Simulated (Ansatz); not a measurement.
Problem. Name a neutral molecule of B, Cl, S, Si and H with HOMO–LUMO gap (PBE/def2-TZVPP) between 3.35 and 3.65 eV and HOMO–LUMO gap (ωB97M-V/def2-TZVPP) between 9.60 and 9.90 eV (Ansatz, PBE0-D4/def2-TZVP geometry).

Solution. `ClB1[SiH2]S1` (3.58 eV, 9.65 eV). Other molecules can fit too; these were computed, each in one conformer that needn't be the lowest.
